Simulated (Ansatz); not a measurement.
Reaction (ligand exchange at the Si–O bond): `C[Si@H](O)O[Si@@H](O)F` + HI → `O[SiH](F)I` + `C[SiH](O)O`

Computed with Ansatz on PBE0-D4/def2-TZVP structures; ΔE is electronic, products minus reactants. CCSD(T)/CBS adds triple-zeta CCSD(T) − MP2 to the extrapolated MP2 energy (def2 sets, frozen cores). Functionals use def2-TZVPP. B3LYP here is the variant with VWN-RPA as its local correlation; programs differ in this. def2 core potentials past Kr. For I outer-core shells are correlated without core-valence functions, which leaves a few kJ/mol of doubt a bond. Each species was taken in one conformer, which may not be the lowest.

```tsv
species	B3LYP-D4 energy (Eh)
`C[Si@H](O)O[Si@@H](O)F`	-947.37118
HI	-298.40630
`O[SiH](F)I`	-763.84805
`C[SiH](O)O`	-481.90640
```

Q: Work out ΔE.

A: ΔE = (-763.84805) + (-481.90640) − (-947.37118) − (-298.40630) = 0.02303 Eh = +14.5 kcal/mol. CCSD(T)/CBS gives +13.4 kcal/mol.

Largest T1 diagnostic among the species: 0.012.

From PBE to PBE0 (25 % exact exchange), in def2-TZVPP and without D4, ΔE moves by +1.4 kcal/mol. In def2-TZVPP, CCSD(T) changes the Hartree–Fock value by −0.9 kcal/mol (the triples alone add −0.4 kcal/mol) and MP2 by −3.1 kcal/mol. The D4 term adds +1.3 kcal/mol with B3LYP and +0.9 kcal/mol with PBE0; it sums over pairs of atoms, weighted by their polarisabilities, and B3LYP, whose exchange is more repulsive, gets the larger term.
